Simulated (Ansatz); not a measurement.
Species: sum formula TaOCl2, net charge 1, singlet state. 
Geometry from a B3LYP-D3(BJ)/def2-TZVP (Ansatz, a program for electronic structure) optimisation:
```xyz
4

Ta    -0.2628    -0.0417     0.2319
O     -1.1273    -1.2634    -0.5513
Cl    -0.1395     1.6327    -1.2423
Cl     1.7984    -0.8593     0.5061
```
Charge +1, spin multiplicity 1.

Parts of the frozen-core correlation energy in def2-QZVPP (Ansatz, hartree). Frozen orbitals: 15; correlated occupied orbitals by spin: 12 and 12; virtual: 251 and 251. No spin-orbit coupling. In def2 rows, elements after Kr have scalar-relativistic effective core potentials.

```csv
term,value
reference (HF),-1050.20558
MP2 opposite-spin,___
MP2 same-spin,-0.22916
CCSD correlation,___
(T),___
T1 diagnostic,0.024
largest doubles amplitude,0.044
```

**Question.** What belongs in the gaps?

**Answer.** 
- MP2 opposite-spin, value: -0.62998
- CCSD correlation, value: -0.84222
- (T), value: -0.05456
